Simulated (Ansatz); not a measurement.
Ge(OH)Me3 (C3H10GeO). Total charge 0; singlet. Geometry PBE0-D4/def2-SVP.

Cartesian coordinates in Å:
```
C -0.625 -1.032 1.421
C -0.577 1.838 -0.046
C 1.692 -0.354 -0.697
Ge -0.173 -0.053 -0.206
O -1.239 -0.595 -1.544
H -1.156 -1.535 -1.734
H -0.033 -0.658 2.270
H -0.418 -2.107 1.311
H -1.691 -0.906 1.659
H 0.045 2.308 0.730
H -1.635 1.981 0.219
H -0.387 2.347 -1.002
H 1.926 0.156 -1.643
H 1.904 -1.427 -0.820
H 2.363 0.037 0.083
```

Task: Estimate the orbital energies around the gap (eV) in Ansatz with PBE-D4/def2-SVP, PBE-D4/def2-TZVP, BLYP-D4/def2-TZVP, r2SCAN-D4/def2-TZVP, ωB97M-V/def2-TZVP.

Result: 
```tsv
orbital	PBE-D4/def2-SVP	PBE-D4/def2-TZVP	BLYP-D4/def2-TZVP	r2SCAN-D4/def2-TZVP	ωB97M-V/def2-TZVP
HOMO−13	-16.42	-16.69	-16.52	-17.61	-21.71
HOMO−12	-16.39	-16.67	-16.50	-17.59	-21.68
HOMO−11	-12.39	-12.55	-12.43	-12.97	-16.93
HOMO−10	-10.39	-10.55	-10.43	-10.96	-14.74
HOMO−9	-9.86	-9.98	-9.89	-10.39	-14.06
HOMO−8	-9.77	-9.90	-9.80	-10.30	-13.94
HOMO−7	-9.58	-9.74	-9.65	-10.14	-13.77
HOMO−6	-9.44	-9.57	-9.49	-9.96	-13.53
HOMO−5	-9.27	-9.43	-9.35	-9.81	-13.36
HOMO−4	-9.19	-9.33	-9.26	-9.71	-13.25
HOMO−3	-7.51	-7.72	-7.60	-8.06	-11.66
HOMO−2	-7.45	-7.61	-7.50	-7.95	-11.64
HOMO−1	-6.73	-6.92	-6.79	-7.20	-10.47
HOMO	-5.97	-6.23	-6.14	-6.56	-10.02
LUMO	0.39	-0.16	-0.19	0.53	2.03
LUMO+1	1.05	0.61	0.62	1.22	3.03
LUMO+2	1.86	1.22	1.19	1.99	3.42
LUMO+3	1.88	1.23	1.21	2.00	3.49
LUMO+4	2.26	1.72	1.71	2.52	3.98
LUMO+5	2.57	1.98	1.98	2.59	4.34
```
